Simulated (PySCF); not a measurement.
C11H8OS, SMILES O=Cc1cccc(-c2cccs2)c1 (GFN2-xTB optimised geometry):

```
21

O      0.872    -4.608     0.000
C      0.193    -3.613     0.000
C      0.703    -2.236     0.000
C      2.079    -2.005     0.000
C      2.554    -0.708     0.000
C      1.671     0.356     0.000
C      0.287     0.150     0.000
C     -0.627     1.275     0.000
C     -1.997     1.275     0.000
C     -2.559     2.566     0.000
C     -1.618     3.545     0.000
S     -0.026     2.910     0.000
C     -0.183    -1.163     0.000
H     -0.914    -3.678     0.000
H      2.747    -2.852     0.000
H      3.617    -0.519     0.000
H      2.050     1.368     0.000
H     -2.596     0.382     0.000
H     -3.617     2.756     0.000
H     -1.759     4.608     0.000
H     -1.244    -1.362     0.000
```

Method: CAM-B3LYP/def2-SVP in PySCF 2.14.0.

### Question
What are the frontier orbital energies and the dipole moment?

### Answer
HOMO-2 -8.89 eV, HOMO-1 -8.68 eV, HOMO -7.50 eV, LUMO -0.75 eV, LUMO+1 -0.17 eV; dipole moment 3.33 D.

Meta-Löwdin charges at CAM-B3LYP/def2-SVP: O1 -0.38, C2 0.27, C3 -0.04, C4 -0.08, C5 -0.09, C6 -0.09, C7 0.01, C8 -0.10, C9 -0.13, C10 -0.13, C11 -0.23, S12 0.25, C13 -0.09, H14 0.06, H15 0.12, H16 0.11, H17 0.11, H18 0.11, H19 0.11, H20 0.13, H21 0.10.
